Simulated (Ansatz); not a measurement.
```xyz
4

Al    0.0000    0.0000    0.0000
Cl    1.9126    0.0000    0.0000
Cl   -0.9563    1.6564    0.0000
Cl   -0.9563   -1.6564    0.0000
```

Basis set: cc-pVDZ (spherical functions). Left uncorrelated: 20 orbitals. Charge 0, multiplicity 1.

Computed with Ansatz (development build ahead of 0.2.0); each method stands on the lowest determinant of its kind that the runs found. Restricted open shells among the atoms or ions are ROHF, correlated in semicanonical orbitals with singles.

(1) Give the atomization energy at this shape (free ground-state atoms in the same class of orbitals less the molecule, no zero-point energy) of singlet AlCl₃ by RHF-MP2, RHF.

Answers

(1)

| method | atomization energy |
| --- | --- |
| RHF-MP2 | 1071.1 kJ/mol |
| RHF | 874.0 kJ/mol |

Caution: no unrestricted run beside it, a lower state can exist; the shape is not the minimum.
